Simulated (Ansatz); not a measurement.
Correlation energies of CH2ClFOSi (`FC1(Cl)O[SiH2]1`) by basis set

```xyz
7

F     1.361   -0.810    1.185
C     0.267   -0.135    0.794
Cl   -0.762    0.137    2.194
O     0.582    1.024    0.085
Si   -0.284   -0.012   -0.934
H     0.488   -0.615   -2.038
H    -1.653    0.412   -1.285
```

The species carries charge 0 and has multiplicity 1. The geometry is a stationary point of PBE0-D4/def2-TZVP. Frozen core, restricted reference, the Gaussian-basis code of Ansatz. CBS rows extrapolate triple and quadruple zeta; past MP2 they add the triple-zeta difference.

| basis | HF (Eh) | MP2 corr. | CCSD corr. | (T) | CCSD(T) total |
| --- | --- | --- | --- | --- | --- |
| def2-SVP | ? | -0.72720 | -0.75979 | -0.02097 | ? |
| def2-TZVPP | -961.84658 | ? | ? | -0.04034 | ? |
| def2-QZVPP | -961.87824 | -1.02993 | – | – | – |
| CBS(def2) | -961.88260 | ? | -1.11935 | as TZ | ? |

(1) Fill in the withheld values. (An estimate is asked.)

Results:

(1) The calculation gave: def2-SVP HF (Eh): -961.31118; def2-SVP CCSD(T) total: -962.09194; def2-TZVPP MP2 corr.: -0.94745; def2-TZVPP CCSD corr.: -0.97577; def2-TZVPP CCSD(T) total: -962.86269; CBS(def2) MP2 corr.: -1.09103; CBS(def2) CCSD(T) total: -963.04229.
